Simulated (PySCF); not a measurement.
Precursor series Ti Cl-OH. Isolated molecules, 0 K electronic values unless said otherwise. One relaxed conformer stands for each flexible species; it need not be the lowest.

The numbers are results of PBE-D3(BJ)/def2-TZVP // BP86-D3(BJ)/def2-SVP in PySCF, not measurements. All candidates: neutral, multiplicity 1. 

The HOMO–LUMO gap is 5.08 eV. The LUMO is -2.22 eV and the HOMO comes out as -7.30 eV.

Q: Name which member has these values.
A) [Ti(Cl)4]
B) [Ti(Cl)2(OH)2]
C) [Ti(OH)4]
D) [Ti(Cl)(OH)3]

A: C, [Ti(OH)4]. The others give [Ti(Cl)4]: 3.64 eV, -4.62 eV, -8.26 eV; [Ti(Cl)(OH)3]: 4.33 eV, -2.86 eV, -7.19 eV; [Ti(Cl)2(OH)2]: 4.02 eV, -3.41 eV, -7.44 eV
